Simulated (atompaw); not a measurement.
## Pseudopotential generation for Mg: PAW (atompaw), PBE, scalar-relativistic.

| Item | Value |
| --- | --- |
| Element | Mg |
| Generator | atompaw 4.2.0.5 |
| Type | PAW |
| Functional | PBE |
| Relativity | scalar-relativistic |
| Frozen core | [He] |
| Valence charge | 10 |
| Reference configuration | 2s2 2p6 3s2 3p0 |
| Partial waves | 2s (bound): rc 0.90 bohr; 3s (bound): rc 1.10 bohr; 2p (bound): rc 0.60 bohr; 3p (bound, empty): rc 1.30 bohr |
| Local potential | ultrasoft scheme with l = 2 at 0 Ry, radius 0.90 bohr |
| Core correction | smooth core density matched at 0.85 bohr |
| Augmentation charge | sinc compensation charge, radius 1.00 bohr; PAW radius 1.30 bohr; waves and projectors: custom rrkj gramschmidtortho |

All-electron outer shells of the reference configuration (PBE, scalar-relativistic, ld1.x):

```tsv
shell	level (eV)	outermost node (bohr)	outermost maximum (bohr)
1s	-1259.65	–	0.09
2s	-79.85	0.18	0.54
2p	-46.61	–	0.48
3s	-4.70	0.90	2.56
3p	-1.33	0.96	3.46
```

Results:

```json
{"Cutoffs needed": "230 Ry and over 300 Ry (the cutoffs (Ry, on a coarse ladder) from which the occupation-weighted sum of valence levels, in a spherical-Bessel basis at the reference potential, stays within 10 and 1 mRy of its value at 400 Ry)", "Ghost test": "no extra level below or beside the all-electron valence levels (s, p, d, f tested) (spherical-Bessel basis up to 400 Ry, 20 bohr box)", "Lowest eigenvalue of the overlap operator": "0.03 (p channel)", "Overlap eigenvalues printed by atompaw (projector basis)": "0.12, 0.444, 10.3, 657", "Share of each valence orbital outside the PAW sphere": "2s 4 %, 3s 97 %, 2p 7 %, 3p 99 %"}
```

Generation and tests took about 1.6 s on one core of a shared server CPU.
